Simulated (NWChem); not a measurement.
Species: TiH3Br; SMILES [TiH3][Br]

```xyz
5

Ti     0.0000     0.0000     1.2829
Br     0.0000     0.0000    -1.0264
H      1.3362     0.8494     1.8354
H     -1.4037     0.7325     1.8354
H      0.0675    -1.5819     1.8354
```
Atoms are numbered in this order, from 1.

All runs use the structure optimised with PBE0/def2-SVP.

List the 4 lowest vertical singlet excitations from PBE/def2-SVPD, TDA (NWChem).


```json
[
 {"state": "S1", "energy (eV)": "3.12", "oscillator strength": "0.000", "leading excitation (squared amplitude)": "HOMO → LUMO+1 (0.49)"},
 {"state": "S2", "energy (eV)": "3.23", "oscillator strength": "0.000", "leading excitation (squared amplitude)": "HOMO → LUMO (0.48)"},
 {"state": "S3", "energy (eV)": "3.23", "oscillator strength": "0.000", "leading excitation (squared amplitude)": "HOMO−1 → LUMO (0.48)"},
 {"state": "S4", "energy (eV)": "3.47", "oscillator strength": "0.001", "leading excitation (squared amplitude)": "HOMO−1 → LUMO+1 (0.48)"}
]
```
